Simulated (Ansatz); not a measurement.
Coupled-cluster diagnostics for Ba₃⁻ (the lowest doublet isomer of a short search), Ansatz.

Geometry of the doublet (PBE0/def2-TZVPD):

```tsv
atom	x (Å)	y (Å)	z (Å)
Ba1	-2.2701	1.0599	-0.5681
Ba2	1.5251	1.0926	1.7558
Ba3	0.7451	-2.1525	-1.1878
```

In the def2 sets Ba takes a core potential; there is no spin–orbit coupling. Correlated methods freeze no core orbitals; core or outer-core shells of Ba are correlated, in sets that lack core-valence functions. In CCSD on the charge -1 quartet the largest single amplitude is 0.50, so its Hartree–Fock determinant may place the open shell otherwise than the density functionals do. The geometry of the doublet was relaxed on an unsound state (⟨S²⟩ 1.12, where a pure state has 0.75). The structure comes from a short search, and lower isomers may exist.

Geometry of the charge -1 quartet (PBE0/def2-TZVPD):

```xyz
3

Ba    0.0861    1.4396   -2.0094
Ba   -0.7203   -2.3817    0.0423
Ba    0.6342    0.9420    1.9671
```

(1) Estimate the CCSD(T) correlation energy, the shares of MP2 and (T), T1 and the reference's ⟨S²⟩ for: charge -1, doublet, own geometry in def2-TZVPPD; charge -1, quartet, own geometry in def2-TZVPPD; charge 0, singlet, vertical in def2-TZVPPD; and the rough time on 4 threads of Arm Neoverse V2 on a shared host.

Answers

(1) 
```json
{"state": "charge -1, doublet, own geometry", "basis": "def2-TZVPPD", "correlation (eV)": "-14.726", "MP2 share (%)": "82.7", "(T) share (%)": "4.2", "T1": "0.081", "⟨S²⟩ (pure)": "2.91 (0.75)", "wall time": "19 s", "remarks": "large T1 (0.081), spin-contaminated (⟨S²⟩ 2.91)"}
{"state": "charge -1, quartet, own geometry", "basis": "def2-TZVPPD", "correlation (eV)": "-14.756", "MP2 share (%)": "82.6", "(T) share (%)": "4.4", "T1": "0.101", "⟨S²⟩ (pure)": "5.13 (3.75)", "wall time": "25 s", "remarks": "large T1 (0.101), spin-contaminated (⟨S²⟩ 5.13)"}
{"state": "charge 0, singlet, vertical", "basis": "def2-TZVPPD", "correlation (eV)": "-15.460", "MP2 share (%)": "88.6", "(T) share (%)": "4.3", "T1": "0.016", "⟨S²⟩ (pure)": "0.00 (0.00)", "wall time": "8 s", "remarks": "restricted SCF unstable"}
```
Customary marks for T1 are 0.02 (closed shells), 0.045 (open shells) and about 0.05 (3d metals). T1 exceeds 0.02 in 2 of 3 rows and 0.045 in 2; the higher it lies, the less the single-reference result can be trusted.
